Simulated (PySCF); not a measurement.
Input of a run (PBE0-D3(BJ)/def2-SVP geometry optimisation, gas phase (PySCF 2.14.0)), started from GFN2-xTB:
```
{"job": {"xc": "PBE0", "basis": "def2-SVP", "d3": "d3bj", "grid": 1, "kind": "geom"}, "charge": 0, "multiplicity": 1}
F      0.680253     2.246498     0.373337
C      1.173279     0.994840     0.393124
F      2.326642     1.040720    -0.303030
F      1.521021     0.738775     1.667498
C      0.220221     0.004868    -0.141527
C     -0.939589     0.153923    -1.083087
C     -1.150904    -0.400472     0.288133
C     -0.056890    -1.417322     0.252109
H     -0.984705    -0.511517    -1.936759
H     -1.298728     1.155286    -1.282051
H     -1.781385    -0.075638     1.087170
H     -0.055768    -2.167224    -0.529834
H      0.342165    -1.762252     1.197190
```

Output (energies in Eh, forces in Eh/bohr):
```
step   0  E = -492.14174982  max force = 0.020765
step   1  E = -492.14220078  max force = 0.017069
step   2  E = -492.14362437  max force = 0.007862
step   3  E = -492.14393656  max force = 0.002775
step   4  E = -492.14400795  max force = 0.001197
step   5  E = -492.14404965  max force = 0.001497
step   6  E = -492.14408613  max force = 0.001355
step   7  E = -492.14411067  max force = 0.000807
step   8  E = -492.14411916  max force = 0.000437
optimisation converged
```

Problem. Summarise the run.

Solution. The energy falls by 0.064 eV over 9 energy and gradient evaluations, the largest force component goes from 0.0208 to 4.4e-04 Eh/bohr, and the atoms move by 0.063 Å rms after alignment. The bond that changes most is C7–H11 (sp3 carbon at a ring junction to methine hydrogen), which lengthens by 0.020 Å. Bonds longer at the end by more than 0.005 Å: 6 of 14; shorter: 6. Among the angles that change most is C5–C7–H11, from 132.4° to 128.3°. The energy never rose by more than 1e-6 Eh on the way. The first step brought 19 % of the lowering.

Problem. What are the final bond lengths?

Solution. F1–C2 1.339 Å, C2–F3 1.336 Å, C2–F4 1.340 Å, C2–C5 1.481 Å, C5–C6 1.491 Å, C6–C7 1.492 Å, C7–C8 1.492 Å, C5–C7 1.476 Å, C5–C8 1.492 Å, C6–H9 1.099 Å, C6–H10 1.095 Å, C7–H11 1.089 Å, C8–H12 1.099 Å, C8–H13 1.095 Å. Numbering counts from 1 in the input's order; the species is `FC(F)(F)[C@]12C[C@H]1C2`.

The run used 137 basis functions and 59 SCF cycles in all.

Whether it is a minimum is left open (no frequencies).

Shape of the structure used: `[F:1][C:2]([F:3])([F:4])[C@:5]12[CH2:6][C@H:7]1[CH2:8]2`: F1–C2–C5–C6 20°.
